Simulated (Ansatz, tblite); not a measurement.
Spin states of Sr2O3 (the lowest singlet isomer of a short search), each relaxed with PBE0-D4/def2-SVP in Ansatz. Electronic energies in the gas phase.

In the def2 sets Sr takes a core potential; there is no spin–orbit coupling. The xTB rows come from tblite. HSE06 is defined as in plane-wave codes, on full-range PBE exchange. Correlated methods freeze 3 core orbitals; core or outer-core shells of Sr are correlated, in sets that lack core-valence functions. The structure holds one bond between oxygen atoms, so isomers without such links may lie far lower. The structure comes from a short search, and lower isomers may exist.

Singlet geometry (C2v within 0.1 Å):

```tsv
atom	x (Å)	y (Å)	z (Å)
Sr1	0.4812	-1.5112	-0.4594
Sr2	0.0187	1.4334	0.8193
O3	-1.3818	-0.1500	-0.1547
O4	-0.5229	0.4469	-1.2176
O5	1.4048	-0.2190	1.0123
```

Triplet geometry (C2v within 0.1 Å):

```xyz
5

Sr   -0.816    0.517   -1.573
Sr    1.268    0.188    1.329
O    -0.229   -1.389    0.007
O    -1.060   -0.620    0.691
O     0.837    1.304   -0.453
```

Quintet geometry (D3h within 0.1 Å):

```xyz
5

Sr    1.0576   -1.5282    0.4456
Sr   -1.0561    1.5293   -0.4455
O     0.5566    0.6736    0.9903
O    -1.1002   -0.6983    0.2142
O     0.5421    0.0237   -1.2046
```

⟨S²⟩: triplet 2.01 at PBE0-D4/def2-TZVP (pure 2.00), quintet 6.05 at PBE0-D4/def2-TZVP (pure 6.00).

Run but left out: HF/STO-3G (triplet: ⟨S²⟩ 3.01, where a pure state has 2.00); HF/STO-3G (quintet: ⟨S²⟩ 7.00, where a pure state has 6.00).

Only these spin states were relaxed. The quintet has other bonds than the singlet, so the gap mixes isomer and spin.

Question: Estimate which spin state lies lowest at each of these levels, and by how much: GFN1-xTB; GFN2-xTB; HF/def2-TZVP; LDA (SPW92)/def2-TZVP; PBE-D4/def2-TZVP; r2SCAN-D4/def2-TZVP; PBE0-D4/def2-TZVP; HSE06-D4/def2-TZVP; B2PLYP/def2-TZVP; PBE-QIDH/def2-TZVP; RPA@PBE/def2-TZVP; MP2/def2-TZVP.

Answer: 
```tsv
level	triplet − singlet (kcal/mol)	quintet − singlet (kcal/mol)	lowest of these
GFN1-xTB	52.6	154.5	singlet
GFN2-xTB	2.2	85.5	singlet
HF/def2-TZVP	22.5	15.2	singlet
LDA (SPW92)/def2-TZVP	48.1	90.7	singlet
PBE-D4/def2-TZVP	41.9	76.7	singlet
r2SCAN-D4/def2-TZVP	43.8	75.5	singlet
PBE0-D4/def2-TZVP	42.6	83.9	singlet
HSE06-D4/def2-TZVP	41.6	82.7	singlet
B2PLYP/def2-TZVP	44.5	96.6	singlet
PBE-QIDH/def2-TZVP	46.5	99.8	singlet
RPA@PBE/def2-TZVP	31.3	57.4	singlet
MP2/def2-TZVP	50.9	126.5	singlet
```

Change of the quintet − singlet gap on mixing in exact exchange, in kcal/mol: PBE to PBE0 (25 % exact exchange) 7.1. The xTB methods have no spin-polarisation term.
